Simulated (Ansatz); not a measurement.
`COB(F)O[SiH3]` + `N[SiH](O)F` → `O[SiH](F)N[SiH3]` + `COB(O)F`  (ligand exchange at the Si–O bond)

Calculated with Ansatz (gas phase, PBE0-D4/def2-TZVP geometries, no zero-point term in ΔE). CBS: MP2 limit from def2 TZ/QZ plus the TZ coupled-cluster correction, frozen cores. This one scheme is used for every species. DFT in def2-TZVPP. Each species was taken in one conformer, which may not be the lowest.

Problem. Is it downhill or uphill in electronic energy at CCSD(T)/CBS, and by how much? (An estimate is asked.)

Solution. Ansatz gave: Uphill: ΔE = +8.8 kcal/mol.

Problem. What do these levels give: PBE-D4, r2SCAN-D4, B2PLYP, CCSD/def2-TZVPP, MP2/def2-QZVPP, HF/CBS(def2)? (Estimate.)

Solution. Computed: PBE-D4 7.5, r2SCAN-D4 8.9, B2PLYP 9.4, CCSD/def2-TZVPP 9.0, MP2/def2-QZVPP 8.7, HF/CBS(def2) 11.4 kcal/mol.

Largest T1 diagnostic among the species: 0.012.

In def2-TZVPP, CCSD(T) changes the Hartree–Fock value by −2.5 kcal/mol (the triples alone add −0.3 kcal/mol) and MP2 by −2.7 kcal/mol.
